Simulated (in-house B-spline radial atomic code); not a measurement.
La⁶⁺. Computed with a B-spline radial atomic code. Model: all-electron spherical atom, spin shells full or empty, radial basis limit, no spin-orbit coupling, Breit or QED, empty-state partial waves extrapolated as (l+1/2)^-4, RPA, G0W0 and static COHSEX of the highest shell as one setting changes (uncorrelated shells keep exact exchange).

Given: element La; charge 6; filled core Kr; hamiltonian one-electron scalar X2C; mean-field start Hartree-Fock; highest l of empty states 9; nuclear rms radius 4.855 fm; highest mean-field shell 5p up.

Shell: 4d 5 5, 5s 1 1, 5p 3 0 (electrons up and down).

| lowest nl shells left uncorrelated | RPA correlation energy (hartree) | G0W0 level (eV) | G0W0 minus most complete (meV) | COHSEX level (eV) | linearised minus solved G0W0 (meV) |
| --- | --- | --- | --- | --- | --- |
| 0 | -3.8739 | -91.977 | 0 | -93.765 | -0.1 |
| 1 | ? | ? | ? | ? | ? |
| 2 | -3.4951 | -91.976 | 0.8 | -93.766 | -0.1 |
| 3 | -2.9359 | -91.973 | 3.8 | -93.759 | -0.1 |
| 4 | ? | ? | ? | ? | ? |
| 5 | -2.2334 | -91.978 | -1.2 | -93.772 | -0.1 |
| 6 | -1.3842 | -91.93 | 46.7 | -93.686 | -0.1 |
| 7 | -1.2382 | -91.931 | 46.3 | -93.687 | -0.1 |
| 8 | -0.81989 | -91.937 | 39.5 | -93.681 | -0.1 |
| 9 | -0.1471 | -91.525 | 452.2 | -92.928 | 0 |
| 10 | -0.053415 | -91.623 | 354.4 | -92.678 | 0 |

Q: What follows for lowest nl shells left uncorrelated = 4?

A: RPA correlation energy -2.7597 hartree; G0W0 level -91.973 eV; G0W0 minus most complete 3.8 meV; COHSEX level -93.761 eV; linearised minus solved G0W0 -0.1 meV.

Q: What follows for lowest nl shells left uncorrelated = 1?

A: RPA correlation energy -3.6896 hartree; G0W0 level -91.976 eV; G0W0 minus most complete 0.6 meV; COHSEX level -93.765 eV; linearised minus solved G0W0 -0.1 meV.
